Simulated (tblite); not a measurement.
Species: C3H10O2SSi3.
Numbering: `[CH2:1]=[C:2]1[CH2:3][O:4][Si@@:5]1([O:6][SiH3:7])[S:8][SiH3:9]` (hydrogens: H10, H11 on C1; H12, H13 on C3; H14, H15, H16 on Si7; H17, H18, H19 on Si9)

Computed with GFN2-xTB (tblite), gas phase: L-BFGS steps from a force-field or distance-geometry start until the largest atomic force falls under 0.01 eV/Å.

Step 115: E = -768.4263 eV
```
atom  x, y, z in Å  |  force x, y, z in eV/Å
C1     -0.4701    2.6261    1.1214   -0.051   0.117   0.019
C2     -0.1871    1.6309    0.3083    0.096  -0.121   0.007
C3      0.5173    1.6065   -1.0179   -0.022   0.012   0.009
O4      0.6024    0.1947   -1.2187    0.017   0.051   0.023
Si5    -0.2457   -0.2452    0.1414   -0.015  -0.010  -0.083
O6     -1.6988   -0.8522   -0.1562   -0.021  -0.058   0.041
Si7    -2.8625   -1.9988   -0.1218    0.047  -0.033  -0.065
S8      0.9257   -1.5808    1.3052   -0.031  -0.020   0.012
Si9     2.8673   -1.2352    0.4171   -0.020   0.008  -0.033
H10    -0.2373    3.6512    0.8667    0.009  -0.037   0.023
H11    -0.9641    2.4631    2.0650    0.014  -0.001  -0.036
H12    -0.0755    2.0478   -1.8204    0.039   0.049  -0.046
H13     1.5227    2.0377   -1.0123   -0.069  -0.027   0.000
H14    -3.0559   -2.3651    1.2757    0.002   0.000   0.024
H15    -4.0012   -1.3076   -0.7181   -0.006   0.028   0.021
H16    -2.4165   -3.1276   -0.9386    0.021   0.037   0.041
H17     2.8861   -1.7437   -0.9470   -0.019   0.004   0.028
H18     3.7358   -1.9867    1.3083    0.001  -0.017   0.009
H19     3.1477    0.1942    0.4746    0.006   0.017   0.005
```

Step 116: E = -768.4285 eV
```
atom  x, y, z in Å  |  force x, y, z in eV/Å
C1     -0.4467    2.6284    1.1262    0.009  -0.012  -0.067
C2     -0.1812    1.6323    0.3045    0.052   0.002   0.055
C3      0.5222    1.6058   -1.0228   -0.012  -0.018  -0.001
O4      0.5887    0.1932   -1.2288    0.030   0.060  -0.019
Si5    -0.2644   -0.2428    0.1275    0.024   0.001  -0.036
O6     -1.7202   -0.8402   -0.1696   -0.034  -0.041   0.026
Si7    -2.8568   -2.0118   -0.1217   -0.011  -0.051   0.005
S8      0.8963   -1.5953    1.2829    0.015   0.000  -0.012
Si9     2.8480   -1.2212    0.4187   -0.059  -0.006   0.022
H10    -0.1916    3.6505    0.8823   -0.004  -0.039   0.012
H11    -0.9397    2.4641    2.0694    0.002   0.004  -0.023
H12    -0.0608    2.0567   -1.8283    0.036   0.047  -0.004
H13     1.5346    2.0201   -1.0164   -0.072  -0.011   0.010
H14    -3.0387   -2.3685    1.2827    0.013   0.004  -0.025
H15    -4.0141   -1.3439   -0.7097    0.007   0.018   0.011
H16    -2.3903   -3.1383   -0.9289    0.016   0.035   0.033
H17     2.8860   -1.7174   -0.9490   -0.016   0.008   0.021
H18     3.7126   -1.9744    1.3141   -0.007  -0.002  -0.007
H19     3.1063    0.2119    0.4996    0.013   0.001  -0.003
```

Step 117: E = -768.4295 eV
```
atom  x, y, z in Å  |  force x, y, z in eV/Å
C1     -0.4473    2.6251    1.1250    0.031   0.024   0.001
C2     -0.1758    1.6309    0.3053    0.025  -0.048  -0.032
C3      0.5263    1.6047   -1.0232   -0.021  -0.020  -0.002
O4      0.5852    0.1929   -1.2327    0.030   0.030  -0.047
Si5    -0.2679   -0.2430    0.1221    0.024   0.012  -0.009
O6     -1.7261   -0.8368   -0.1673   -0.008  -0.003   0.010
Si7    -2.8544   -2.0139   -0.1209   -0.047  -0.049   0.055
S8      0.8900   -1.5970    1.2760    0.016  -0.021   0.011
Si9     2.8416   -1.2159    0.4180   -0.045  -0.033   0.060
H10    -0.1863    3.6461    0.8871   -0.011  -0.003  -0.004
H11    -0.9391    2.4591    2.0685   -0.009   0.001  -0.021
H12    -0.0485    2.0606   -1.8321    0.013   0.050   0.023
H13     1.5404    2.0103   -1.0151   -0.020   0.015   0.019
H14    -3.0372   -2.3661    1.2847    0.016  -0.007  -0.026
H15    -4.0148   -1.3495   -0.7041   -0.010   0.020  -0.009
H16    -2.3784   -3.1353   -0.9248    0.021  -0.003   0.007
H17     2.8801   -1.7102   -0.9481   -0.009  -0.004  -0.019
H18     3.7079   -1.9692    1.3129   -0.017   0.008  -0.016
H19     3.0946    0.2164    0.5014    0.022   0.030  -0.001
```

Step 118: E = -768.4303 eV
```
atom  x, y, z in Å  |  force x, y, z in eV/Å
C1     -0.4239    2.6254    1.1282    0.037  -0.038  -0.023
C2     -0.1679    1.6298    0.3036   -0.002  -0.012  -0.016
C3      0.5320    1.6015   -1.0253    0.002  -0.023  -0.029
O4      0.5698    0.1899   -1.2449    0.016   0.062  -0.057
Si5    -0.2857   -0.2423    0.1088   -0.017   0.020  -0.003
O6     -1.7525   -0.8204   -0.1745   -0.026  -0.057   0.011
Si7    -2.8554   -2.0268   -0.1195   -0.010   0.050   0.037
S8      0.8656   -1.6098    1.2527    0.026  -0.025   0.019
Si9     2.8234   -1.2025    0.4218   -0.026  -0.046   0.022
H10    -0.1465    3.6431    0.8971   -0.006   0.007  -0.019
H11    -0.9188    2.4628    2.0703   -0.012  -0.005  -0.008
H12    -0.0324    2.0740   -1.8330    0.012   0.028   0.047
H13     1.5529    1.9899   -1.0138   -0.016   0.018   0.020
H14    -3.0207   -2.3706    1.2893    0.006  -0.016  -0.008
H15    -4.0318   -1.3856   -0.7012    0.026  -0.002   0.003
H16    -2.3562   -3.1441   -0.9144    0.016   0.001   0.001
H17     2.8837   -1.6838   -0.9507   -0.012   0.007   0.024
H18     3.6901   -1.9528    1.3196   -0.027   0.009  -0.021
H19     3.0646    0.2316    0.5186    0.014   0.023   0.002
```

**Question.** Estimate the geometry and energy of step 119. (The exact step hangs on the optimiser's Hessian estimate; all steps are aligned on step 118, rigid shifts and turns removed.)

**Answer.** E = -768.4310 eV, largest force 0.055 eV/Å
```
atom  x, y, z in Å  |  force x, y, z in eV/Å
C1     -0.4252    2.6259    1.1267    0.014  -0.035  -0.006
C2     -0.1693    1.6283    0.3050    0.001  -0.001  -0.016
C3      0.5317    1.6014   -1.0227    0.013   0.001  -0.032
O4      0.5681    0.1917   -1.2461    0.000   0.022  -0.050
Si5    -0.2861   -0.2427    0.1086   -0.009  -0.020  -0.003
O6     -1.7525   -0.8244   -0.1700    0.021   0.005   0.004
Si7    -2.8574   -2.0261   -0.1187   -0.007   0.000   0.013
S8      0.8678   -1.6135    1.2486   -0.001  -0.012   0.020
Si9     2.8248   -1.2044    0.4209   -0.013  -0.001   0.019
H10    -0.1471    3.6421    0.8920    0.000   0.023  -0.020
H11    -0.9242    2.4682    2.0675   -0.007  -0.011  -0.003
H12    -0.0295    2.0789   -1.8290   -0.003   0.027   0.031
H13     1.5526    1.9883   -1.0091    0.005   0.024   0.024
H14    -3.0223   -2.3707    1.2878   -0.005  -0.027   0.031
H15    -4.0315   -1.3838   -0.7006    0.008   0.006  -0.007
H16    -2.3543   -3.1423   -0.9130    0.005   0.000   0.000
H17     2.8857   -1.6866   -0.9504   -0.010   0.005   0.009
H18     3.6924   -1.9523    1.3184   -0.019   0.000  -0.011
H19     3.0665    0.2313    0.5169    0.007  -0.007  -0.001
```

The energy changes by -0.0007 eV. The first-order estimate −F·Δx gives -0.0011 eV and the mean of the old and new forces, exact on a quadratic surface, -0.0007 eV. The step makes an angle of 71° with the force vector and moves no atom by more than 0.008 Å.

What follows is the cost of the whole relaxation. Time: 2.3 s. Hardware: an Arm Neoverse V1 with one thread, no GPU, on a shared host.
